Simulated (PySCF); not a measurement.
# Polarisability and C₆ of Mo²⁺ (molybdenum, charge +2)

[Kr] 4d3 5s1, high-spin 5F determinant (an excited configuration). All numbers are calculated (PySCF 2.14, a scalar-relativistic core potential, in aug-cc-pwCVTZ-PP with ECP28MDF (8s8p7d4f3g, 122 functions)). Coupled (time-dependent) response in atomic units; α is the mean over directions.

| method | mean α (bohr³) | C₆ (like pair) | S(−4) |
| --- | --- | --- | --- |
| wB97X-V | 29.63 | 183.6 | 596.5 |

S(−4) is the Cauchy moment in α(ω) = α(0) + S(−4) ω² + …

Spin-orbit coupling is absent.

α(iu) at wB97X-V:

```csv
u (hartree),α(iu) (bohr³)
0,29.63
0.0500,28.23
0.100,24.86
0.200,17.63
0.300,12.78
0.500,7.951
0.750,5.346
1.00,3.978
1.50,2.511
2.00,1.728
3.00,0.9451
5.00,0.3965
```

A single London oscillator, α(iu) = α/(1 + u²/ω²), gives C₆ = (3/4) ω α². Matching the computed C₆ needs ω = 4 × 183.6 / (3 × 29.63²) = 0.279 hartree.

For an ion, C₆ is the dispersion term alone; charge-induced terms of lower order in 1/R come first.

Energies and moments cover only the electrons outside the core potential.
